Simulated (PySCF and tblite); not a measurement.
Results of a calculation; reference values are marked as such.
5 regioisomers of C₈H₆F₆Si:

```csv
isomer,SMILES
A,[F:1][C:2]([F:3])([F:4])[c:5]1[cH:6][cH:7][c:8]([SiH3:9])[cH:10][c:11]1[C:12]([F:13])([F:14])[F:15]
B,[F:1][C:2]([F:3])([F:4])[c:5]1[cH:6][cH:7][cH:8][c:9]([C:10]([F:11])([F:12])[F:13])[c:14]1[SiH3:15]
C,[F:1][C:2]([F:3])([F:4])[c:5]1[cH:6][cH:7][c:8]([SiH3:9])[c:10]([C:11]([F:12])([F:13])[F:14])[cH:15]1
D,[F:1][C:2]([F:3])([F:4])[c:5]1[cH:6][c:7]([SiH3:8])[cH:9][c:10]([C:11]([F:12])([F:13])[F:14])[cH:15]1
E,[F:1][C:2]([F:3])([F:4])[c:5]1[cH:6][cH:7][c:8]([C:9]([F:10])([F:11])[F:12])[c:13]([SiH3:14])[cH:15]1
```

Protocol: conformer search, at most 2 conformers an isomer, GFN2-xTB geometries, energies PBE0/6-31G* (D3(BJ) added where defined), weights at 298.15 K with GFN2-xTB thermal terms. Programs: PySCF with density fitting and tblite.

Equilibrium rotational constants and dipole components of each isomer's leading conformer, in random order:

```tsv
set	A (MHz)	B (MHz)	C (MHz)	abs μa	abs μb	abs μc (D)
P	769	395	288	3.63	1.51	0.01
Q	1030	288	245	0.19	0.30	0.17
R	957	375	299	0.00	2.51	0.02
S	920	318	258	0.51	2.11	0.02
T	566	378	247	0.04	2.27	0.09
```

**Question.** Match sets and isomers.

**Answer.** P is A (C1), Q is E (C1), R is B (Cs), S is C (C1), T is D (C1).

The whole study took 5.1 min on 1 thread of Arm Neoverse V2, on a host shared with other jobs (rough), peak memory 1.3 GiB, launched as `OMP_NUM_THREADS=1 python ens_run.py task.json out`.
